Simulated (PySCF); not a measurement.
Two species compared at the same levels of theory.

First species: C₅H₈O₂.
Geometry (GFN2-xTB, Å), atoms numbered from 1 in this order:
```
atom  x, y, z in Å
C1    -2.0838   -0.7025    0.5023
O2    -1.0228    0.1780    0.7694
C3    -0.1082    0.3275   -0.3034
C4     0.8419   -0.8320   -0.4812
C5     2.0706   -0.4174   -0.2022
O6     2.1804    0.8941    0.1115
C7     0.8743    1.4590    0.0589
H8    -2.6553   -0.3762   -0.3761
H9    -2.7251   -0.6811    1.3810
H10   -1.7333   -1.7264    0.3351
H11   -0.6762    0.5413   -1.2251
H12    0.5400   -1.8212   -0.7564
H13    2.9979   -0.9620   -0.2017
H14    0.8774    2.2667   -0.6767
H15    0.6177    1.8602    1.0427
```

Second species: C4H7F3O2.
SMILES with atom numbers: `[CH3:1][O:2][CH2:3][CH2:4][O:5][C:6]([F:7])([F:8])[F:9]` (hydrogens: H10, H11, H12 on C1; H13, H14 on C3; H15, H16 on C4)

Levels: PBE0/def2-SVPD for dipole moment, HOMO energy, LUMO energy, HOMO–LUMO gap, static isotropic polarisability and electronic spatial extent ⟨r²⟩ about the centre of nuclear charge; TDDFT PBE0/def2-SVPD for lowest singlet excitation; TDA PBE0/def2-SVPD for lowest triplet excitation (Tamm–Dancoff); GFN2-xTB for rotational constant A and rotational constant C. Geometries: GFN2-xTB. Each species is one conformer at its optimised geometry, gas phase, non-relativistic unless stated; the electronic structure was computed with PySCF and density fitting.

The conformers computed, where there is a choice (atom-mapped SMILES and torsion angles):
- `[CH3:1][O:2][C@@H:3]1[CH:4]=[CH:5][O:6][CH2:7]1`: C1–O2–C3–C4 -76°
- `[CH3:1][O:2][CH2:3][CH2:4][O:5][C:6]([F:7])([F:8])[F:9]`: C1–O2–C3–C4 75°, O2–C3–C4–O5 173°, C3–C4–O5–C6 173°, C4–O5–C6–F7 -61°

Q: Which has the higher HOMO–LUMO gap?

A: The second: 8.54 eV against 6.94 eV, a difference of 1.60 eV.

Q: Which has the higher ⟨r²⟩?

A: The second: 1672 bohr² against 767 bohr², a difference of 905 bohr².

Q: Which has the higher HOMO energy?

A: The first: -6.56 eV against -8.06 eV, a difference of 1.50 eV.

Q: Which of the two has the higher T1 energy, and by how much?

A: The second: 7.05 eV against 4.09 eV, a difference of 2.96 eV.

Q: Which of the two has the higher S1 energy, and by how much?

A: The second: 7.26 eV against 6.14 eV, a difference of 1.12 eV.

Q: Which of the two has the higher rotational constant A, and by how much?

A: The first: 6.490 GHz against 4.020 GHz, a difference of 2.470 GHz.

Q: Which has the higher rotational constant C?

A: The first: 1.628 GHz against 0.655 GHz, a difference of 0.973 GHz.

Q: Which has the higher dipole moment?

A: The second: 2.56 D against 1.71 D, a difference of 0.85 D.

On the first: The polarisability is 9.80 Å³ as a volume (1 au = 0.148185 Å³), or 1.22 au for each of the 54 electrons. The vertical singlet–triplet gap S1 − T1 is 2.05 eV (TDDFT singlet less Tamm–Dancoff triplet; S1: HOMO→LUMO, weight 0.65; T1: HOMO→LUMO, weight 0.85).

On the second: In atomic units the dipole is 1.01 e·bohr (1 au = 2.5417 D). A dipole of 2.56 D is allowed in C1, and pure rotational transitions are dipole-allowed.
